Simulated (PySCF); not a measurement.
A structure optimised at PBE-D3(BJ)/def2-SVP, used in a PySCF frequency run:

```
B
C 1 1.5556
C 2 1.3647 1 108.37
H 2 1.1025 3 121.69 1 -179.96
H 3 1.1066 2 124.66 4 -0.01
C 3 1.5040 5 120.36 2 179.90
H 6 1.1140 3 110.47 5 56.27
H 6 1.1143 7 104.43 3 118.40
C 6 1.5450 7 113.33 8 123.30
H 9 1.1123 6 112.82 7 -115.25
H 9 1.1132 10 104.45 6 -122.12
C 1 1.5726 2 127.70 4 2.73
H 12 1.1086 1 114.59 2 -160.87
H 12 1.1096 13 109.26 1 -128.37
H 12 1.1157 13 106.43 14 -113.43
```
Charge 0, spin multiplicity 1.

Write its SMILES and formula.

CB1C=CCC1, C5H9B

What are its rotational constants (standard atomic weights)?

6.7626, 2.9143, 2.1171 GHz
